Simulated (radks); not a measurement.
Values are calculated unless marked as measured or tabulated.
Effect of the nuclear size on neutral hafnium, [Xe] 4f14 5d2 6s2. Level of theory: Dirac Kohn-Sham, PBE, spin-unpolarised, spherical densities, finite nucleus; open shells are shared between the two j in proportion to 2j + 1; Fermi nuclear charge, rms radius 5.347 fm (a radial shooting solver on a logarithmic mesh with Libxc functionals). The rms radius is varied about that value; shifts are against it.

[
 {"rms radius (fm)": "4.7909", "total energy shift (eV)": "-9.57", "density at nucleus (e/bohr^3)": "1.253e+06", "1s1/2 shift (meV)": "-3890", "2s1/2 shift (meV)": "-538", "5s1/2 shift (meV)": "-4.47", "5p1/2 shift (meV)": "0.334", "6s1/2 shift (meV)": "-0.279", "5d5/2 shift (meV)": "0.256", "6p1/2 (empty) shift (meV)": "0.104"},
 {"rms radius (fm)": "4.8711", "total energy shift (eV)": "-8.23", "density at nucleus (e/bohr^3)": "1.246e+06", "1s1/2 shift (meV)": "-3350", "2s1/2 shift (meV)": "-463", "5s1/2 shift (meV)": "-3.85", "5p1/2 shift (meV)": "0.287", "6s1/2 shift (meV)": "-0.240", "5d5/2 shift (meV)": "0.220", "6p1/2 (empty) shift (meV)": "0.090"},
 {"rms radius (fm)": "5.347", "total energy shift (eV)": "0", "density at nucleus (e/bohr^3)": "1.209e+06", "1s1/2 shift (meV)": "0.000", "2s1/2 shift (meV)": "0.000", "5s1/2 shift (meV)": "0.000", "5p1/2 shift (meV)": "0.000", "6s1/2 shift (meV)": "0.000", "5d5/2 shift (meV)": "0.000", "6p1/2 (empty) shift (meV)": "0.000"},
 {"rms radius (fm)": "5.8122", "total energy shift (eV)": "8.54", "density at nucleus (e/bohr^3)": "1.176e+06", "1s1/2 shift (meV)": "3470", "2s1/2 shift (meV)": "481", "5s1/2 shift (meV)": "3.99", "5p1/2 shift (meV)": "-0.298", "6s1/2 shift (meV)": "0.249", "5d5/2 shift (meV)": "-0.228", "6p1/2 (empty) shift (meV)": "-0.093"},
 {"rms radius (fm)": "6.5875", "total energy shift (eV)": "23.8", "density at nucleus (e/bohr^3)": "1.129e+06", "1s1/2 shift (meV)": "9690", "2s1/2 shift (meV)": "1340", "5s1/2 shift (meV)": "11.1", "5p1/2 shift (meV)": "-0.829", "6s1/2 shift (meV)": "0.694", "5d5/2 shift (meV)": "-0.637", "6p1/2 (empty) shift (meV)": "-0.259"}
]

Slopes of the eigenvalues against <r^2> in GHz/fm^2, as finite differences over the two radii next to the reference (eigenvalue slopes, not the field-shift constants of lines): 1s1/2 164000, 2s1/2 22700, 5s1/2 188, 5p1/2 -14.1, 6s1/2 11.8, 5d5/2 -10.8, 6p1/2 (empty) -4.39.
